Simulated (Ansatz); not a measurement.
Input for Ansatz (a quantum-chemistry and plane-wave program): R-r2SCAN/def2-TZVPP on CH3BrTe (SMILES C[Te]Br), a point of a torsion scan. Elements past Kr take the def2 small-core potentials; no spin–orbit coupling.

Ansatz 0.2 input:
```yaml
crystal:
  periodic: [false, false, false]
  atoms:
    - {symbol: C, position_ang: [-0.70921585, -0.02401042, 0.03495114]}
    - {symbol: Te, position_ang: [1.02310019, 1.26138614, -0.12145539]}
    - {symbol: Br, position_ang: [2.10369263, 0.36494168, 1.92196698]}
    - {symbol: H, position_ang: [-0.80006206, -0.38539208, 1.05115865]}
    - {symbol: H, position_ang: [-1.58537518, 0.55326881, -0.22751579]}
    - {symbol: H, position_ang: [-0.61660312, -0.86649920, -0.63907919]}
basis:
  gaussian:
    orbitals: def2-TZVPP
hamiltonian:
  xc: {name: r2SCAN}
scf: {lower_state_search: off}
```

The head of its log:

```
WARN ansatz: RAYON_NUM_THREADS=1 ignored (pool sized by the plan → 1); use --threads N
Functional definition: r2SCAN
these checks for a lower state are left out or cut short: stability, starts, cluster_reference, orbital_swaps, neighbouring_geometries, increment
integrals: 0.09 GiB planned
1119 factors; their error is unknown
mean field: 0.63 GiB planned
mean field evaluation 1: about -78420.8768 eV, gradient 5.7e1 eV
mean field evaluation 2: about -78404.1436 eV, gradient 8.9e1 eV
```

Q: Give the final energy of this run.

A: -2882.1908 hartree.
